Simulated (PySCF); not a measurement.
Species: C6H12BCl.
Atom-mapped SMILES: `[Cl:1][CH2:2][C@H:3]1[CH2:4][BH:5][CH2:6][CH2:7][CH2:8]1` (hydrogens: H9, H10 on C2; H11 on C3; H12, H13 on C4; H14 on B5; H15, H16 on C6; H17, H18 on C7; H19, H20 on C8)

The closed-shell ground state was solved at several levels (PySCF, density fitting, gas phase, non-relativistic). One conformer (not necessarily the lowest) at the PBE0-D3(BJ)/def2-SVP geometry, without solvent, vibrations or thermal averaging.

```
            level  basis functions  total energy (Eh)  HOMO (eV)  LUMO (eV)  gap (eV)  dipole (D)
mPW1PW91/pcSseg-1              203          -720.8312      -8.12      -0.80      7.32        2.42
    PBE0/pcSseg-1              203          -720.3897      -8.09      -0.81      7.28        2.42
```

Q: What might CAM-B3LYP/def2-SVPD (263 basis functions) give for the same quantities?

A: Total energy -720.4571 Eh, HOMO -9.49 eV, LUMO 0.25 eV, gap 9.74 eV, dipole 2.42 D.

Q: Over all these levels, which gives the widest orbital gap and which the narrowest?

A: CAM-B3LYP/def2-SVPD (range-separated hybrid) has the widest, 9.74 eV, and PBE0/pcSseg-1 (global hybrid, 25 % exact exchange) the narrowest, 7.28 eV. Functional and basis both differ between the two, so the spread mixes both effects.

Q: How far do the dipole and the HOMO energy spread over the levels?

A: The dipole runs from 2.42 to 2.42 D (mean 2.42 D) and the HOMO from -9.49 to -8.09 eV.
